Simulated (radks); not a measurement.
Polarisability of the ytterbium ion Yb+, [Xe] 4f14 6s1, at imaginary frequency. All-electron calculation, scalar-relativistic Kohn-Sham, LDA (Slater exchange, Perdew-Wang correlation), spin-polarised, spherical densities, finite nucleus; open shells are filled with parallel spins first (spin-orbit coupling, left out, can overturn this in heavy ions); Fermi nuclear charge, rms radius 5.3108 fm. Program: a radial shooting solver on a logarithmic mesh with Libxc functionals. Response by self-consistent Sternheimer equations with the Hartree and adiabatic LDA kernel, the relativistic mass of each level held fixed and spin-orbit coupling left out.

w (hartree),alpha1(iw) (bohr^3),alpha2(iw) (bohr^5)
0.00266,54.04,752.0
0.0143,53.62,741.9
0.0360,51.43,691.5
0.0697,45.54,575.9
0.118,35.69,426.2
0.186,24.85,294.3
0.280,16.26,194.6
0.413,10.67,122.6
0.605,7.252,73.44
0.892,5.011,42.04
1.35,3.334,22.93
2.12,1.999,11.52
3.59,1.016,4.927
6.94,0.4024,1.570
17.5,0.09755,0.2867

Static values: alpha1 = 54.05 bohr^3 (8.010 angstrom^3; uncoupled 84.25), alpha2 = 752.4 bohr^5, alpha3 = 7772 bohr^7. C6 = 408.4, C8 = 25100, triple-dipole C9 = 15100 atomic units. One-pole (London) frequency 4 C6 / (3 alpha1^2) = 0.186 hartree, against 0.362 for minus the highest occupied eigenvalue.
